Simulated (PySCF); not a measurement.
**How methods differ on the excitation energy of O⁺**

O⁺ [He] 2s2 2p3 (4S) → O⁺ [He] 2s1 2p4 (4P), as a difference of total energies. All numbers are calculated (PySCF 2.14, the spin-free X2C one-electron Hamiltonian (Gaussian nucleus), in aug-cc-pCVTZ-DK). Correlated levels: valence: 1s2 frozen; valence and next inner shell: nothing frozen. The calculations carry no spin-orbit coupling.

```tsv
method	excitation energy (eV)
UHF	14.984
LDA	14.372
PBE	14.129
PBE0	14.434
r2SCAN	14.109
revPBE	14.085
BP86	14.045
r2SCANh	14.215
PW91	14.152
MP2 (valence)	15.044
SCS-MP2 (valence)	15.053
MP2 (valence and next inner shell)	15.015
SCS-MP2 (valence and next inner shell)	15.039
```

Errors of the correlated levels include the incompleteness of this basis and the frozen core.

Task: Which method comes closest to the reference value, and which is furthest?

Result: The reference is 14.870 eV (measured; NIST levels, between the centres of gravity of the two terms). Closest: UHF (error 0.114 eV); furthest: BP86 (error -0.825 eV).
